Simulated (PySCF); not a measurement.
**Atomic charges by several schemes**

Compound: C4H10ClFSi.
Cartesian coordinates in Å at the GFN2-xTB level; atoms count from 1:
```xyz
17
C4H10ClFSi angstrom
C     -2.1774    0.0711    1.0471
C     -1.4943   -0.3393   -0.2425
F     -2.2632    0.0973   -1.2974
Cl    -1.4834   -2.1347   -0.3587
C     -0.0799    0.1982   -0.4408
C      0.9069   -0.2393    0.6328
Si     2.6807    0.3541    0.2690
H     -1.6712   -0.3691    1.9002
H     -2.1649    1.1561    1.1313
H     -3.2103   -0.2695    1.0351
H     -0.1511    1.2888   -0.4669
H      0.2630   -0.1340   -1.4236
H      0.8927   -1.3274    0.7060
H      0.5846    0.1440    1.6018
H      2.6810    1.8167    0.1962
H      3.1300   -0.2055   -1.0057
H      3.5499   -0.0953    1.3556
```

Density: PBE0/pcSseg-1 (PySCF); schemes: Mulliken, IAO, Hirshfeld and ESP-fitted. Isolated species at its GFN2-xTB geometry (one conformer only).

Q: Which atoms carry the lowest charge in the Mulliken, IAO, Hirshfeld and ESP-fitted schemes?

A: The schemes don't all agree: Mulliken C6 (-0.550); IAO C6 (-0.537); Hirshfeld C6 (-0.159); ESP-fitted C1 (-0.463).

Q: At which atom do the 4 schemes differ most?

A: At C6: from -0.550 (Mulliken) to -0.159 e (Hirshfeld), 0.391 e apart.

Q: For which atoms does the sign change between the 4 schemes (beyond +0.03 e in one, beyond −0.03 e in another)?

A: For none.

Q: Give the atomic charges in each scheme.

A: In e:

```csv
atom,environment,Mulliken,IAO,Hirshfeld,ESP-fitted
C1,methyl carbon,-0.183,-0.438,-0.133,-0.463
C2,sp3 C–F carbon,+0.037,+0.337,+0.144,+0.256
F3,alkyl fluorine,-0.292,-0.305,-0.101,-0.198
Cl4,chlorine on a fluorinated carbon,-0.102,-0.121,-0.061,-0.138
C5,chain CH2 carbon,-0.175,-0.267,-0.085,-0.198
C6,sp3 carbon bound to silicon,-0.550,-0.537,-0.159,-0.198
Si7,SiH3 silicon,+0.507,+0.607,+0.323,+0.337
H8,methyl hydrogen,+0.133,+0.159,+0.048,+0.134
H9,methyl hydrogen,+0.128,+0.155,+0.051,+0.173
H10,methyl hydrogen,+0.145,+0.168,+0.049,+0.169
H11,methylene hydrogen,+0.140,+0.147,+0.045,+0.122
H12,methylene hydrogen,+0.147,+0.152,+0.039,+0.102
H13,methylene hydrogen,+0.160,+0.155,+0.029,+0.081
H14,methylene hydrogen,+0.149,+0.142,+0.039,+0.093
H15,Si–H hydrogen,-0.085,-0.122,-0.078,-0.097
H16,Si–H hydrogen,-0.077,-0.117,-0.074,-0.079
H17,Si–H hydrogen,-0.083,-0.115,-0.076,-0.096
```

Mean size of the charges over all atoms: IAO 0.238 e, Mulliken 0.182 e, ESP-fitted 0.173 e, Hirshfeld 0.090 e. Each set sums to the total charge, 0, to within 0.001 e. The Mulliken scheme gives each basis function's population to the atom it is centred on and halves the overlap population of two atoms between them.

Q: How closely do the schemes follow one another over all atoms?

A: Correlation coefficient and root-mean-square difference: IAO with Hirshfeld 0.96, 0.176 e; IAO with ESP-fitted 0.94, 0.115 e; Mulliken with IAO 0.94, 0.103 e; Hirshfeld with ESP-fitted 0.89, 0.110 e; Mulliken with Hirshfeld 0.89, 0.137 e; Mulliken with ESP-fitted 0.81, 0.134 e.

Q: How many electrons does the ESP-fitted scheme count on C6?

A: Z − q = 6 − (-0.198) = 6.198.

Q: Sum the charges by element, for elements with more than one atom.

A: 
```json
{"element": "C", "atoms": "4", "Mulliken": "-0.871", "IAO": "-0.905", "Hirshfeld": "-0.233", "ESP-fitted": "-0.603"}
{"element": "H", "atoms": "10", "Mulliken": "+0.758", "IAO": "+0.725", "Hirshfeld": "+0.072", "ESP-fitted": "+0.602"}
```
